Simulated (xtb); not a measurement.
C2H6Mg, SMILES [CH3][Mg][CH3]. All values are semi-empirical tight-binding results from xtb (GFN2-xTB unless named), good for trends rather than for accurate numbers. Geometry optimised at GFN2-xTB. The isomer is the one that the SMILES or the coordinates give; other isomers of the formula were not compared.

For metal compounds this method's bond lengths and energies can be far off.

Computed properties:
The orbital gap is 2.38 eV and the zero-point energy comes out as 41.4 kcal/mol. The G − E(el) at 298.15 K (modified RRHO) comes out as 22.8 kcal/mol.
